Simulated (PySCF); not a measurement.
# Tl(OH)₃: from structure and modes to constants

All numbers come from PySCF, B3LYP, basis Tl def2-SVP with ECP60, O def2-SVP, H def2-SVP (scalar-relativistic core potentials, no spin–orbit coupling, density fitting).

The singlet minimum has C3h symmetry. Masses (u): Tl 204.97441, O 15.99492, H 1.00782.

```xyz
7
charge 0 multiplicity 1, angstrom
Tl    0.0000    0.0000    0.0000
O     2.0884    0.1394    0.0000
O    -1.1649    1.7389    0.0000
O    -0.9235   -1.8783    0.0000
H     2.4289   -0.7697    0.0000
H    -0.5478    2.4883    0.0000
H    -1.8811   -1.7186    0.0000
```

Harmonic wavenumbers (cm⁻¹): 72.0 (e', ×2), 111.4 (a'', ×1), 248.8 (a'', ×1), 261.2 (e'', ×2), 517.1 (a', ×1), 539.8 (e', ×2), 893.0 (a', ×1), 910.5 (e', ×2), 3782.3 (e', ×2), 3784.1 (a', ×1).

(1) Find the principal moments of inertia and the rotational constants. What kind of rotor is it?

(2) Give the standard entropy (298.15 K, 1 bar) by its translational, rotational, vibrational and spin parts, and Cp.

Results:

(1) About the centre of mass I = 114.92, 114.92, 229.84 u Å². With B = 16.8576/I this gives 0.1467, 0.1467, 0.07335 cm⁻¹. The molecule is an oblate symmetric top.

(2) Sackur–Tetrode with M = 255.98 u gives 178.0; rotation with symmetry number 3 gives 101.4; vibration 78.0; spin R ln 1 = 0.0. The total is 357.5 J/(mol K), and Cp = 4 R + 67.5 = 100.8 J/(mol K).

This need not be the most stable arrangement of these atoms. No spin–orbit coupling is included, which matters more the heavier the element.
